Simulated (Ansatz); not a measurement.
Consider the atomization: `[F][GaH]`• → F• + Ga• + H•.

Computed with Ansatz on PBE0-D4/def2-TZVP structures; ΔE is electronic, products minus reactants. CCSD(T)/CBS is the MP2 limit (def2-TZVPP, def2-QZVPP) plus CCSD(T) − MP2 in def2-TZVPP, frozen cores. This one scheme is used for every species, atoms too. Functionals use def2-TZVPP. B3LYP here is the variant with VWN-RPA as its local correlation; programs differ in this. Open shells (•) are unrestricted, without spin–orbit coupling. Spin–orbit coupling would lower the free atoms: a little for F; clearly for Ga. For Ga outer-core shells are correlated without core-valence functions, so the limit isn't a true one: a few kJ/mol of doubt a bond, and 10 to 20 or more in all where bonds break to atoms. Scalar relativity is left out up to krypton.

`[F][GaH]`•:

Z-matrix (Å, degrees):
```
Ga
F 1 1.767
H 1 1.610 2 114.1
```

```json
{"level": "PBE0-D4", "ΔE (kJ/mol)": "681.3"}
{"level": "ωB97M-V", "ΔE (kJ/mol)": "689.0"}
{"level": "B3LYP", "ΔE (kJ/mol)": "681.3"}
{"level": "CCSD(T)/def2-TZVPP", "ΔE (kJ/mol)": "683.9"}
```

Q: What does CCSD(T)/CBS give? (An estimate is asked.)

A: The calculation gave: +690.9 kJ/mol. The listed levels differ from it by -9.6, -1.9, -9.6, -7.0 kJ/mol.

Largest T1 diagnostic among the species: 0.017.

At CCSD(T), def2-SVP lies −41.7 kJ/mol from the extrapolated value and def2-TZVPP −7.0 kJ/mol: correlation converges slowly with the basis, and small sets miss more of it in the bonded molecule than in its fragments. From BLYP to BHLYP (50 % exact exchange), in def2-TZVPP and without D4, ΔE moves by −38.0 kJ/mol: exact exchange takes away binding that semilocal exchange gives to molecules. The D4 term adds +4.2 kJ/mol with B3LYP and +2.1 kJ/mol with PBE0; it sums over pairs of atoms, weighted by their polarisabilities, and B3LYP, whose exchange is more repulsive, gets the larger term.

For atomizations the MP2-based limit and the directly extrapolated one differ by several kJ/mol either way, and by 10 to 25 for some Ge, Se and Sn compounds, so smaller differences from it don't rank the levels.
